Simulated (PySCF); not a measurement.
Computed shifts of a molecule C3H6FNSi, B3LYP/pcSseg-1 (PySCF), GIAO, gas phase, atoms alike by connectivity averaged where their shifts nearly agree, in ppm (number of nuclei): ¹⁹F: -83.9 (1). ¹³C: 160.6 (1), 80.5 (1), 51.0 (1). ¹⁵N: 95.5 (1). ²⁹Si: -65.9 (1). ¹H: 4.85 (3), 4.54 (1), 3.92 (1), 3.77 (1). References: ¹⁹F against CFCl3 (σ = 161.7 ppm); ¹³C against TMS (σ = 181.3 ppm); ¹⁵N against NH3 (σ = 265.5 ppm); ²⁹Si against TMS (σ = 338.7 ppm); ¹H against TMS (σ = 31.68 ppm), references at their B3LYP-D3(BJ)/def2-TZVP geometries, non-relativistic. Geometry optimised at B3LYP-D3(BJ)/def2-SVP. Other conformers were not sampled.

Problem. Which structure fits?
A) FC1=CCN1[SiH3]
B) C=C/N=C/[SiH2]F
C) C=C=C(F)[SiH2]N
D) N#CCC[SiH2]F

Solution. A, FC1=CCN1[SiH3]
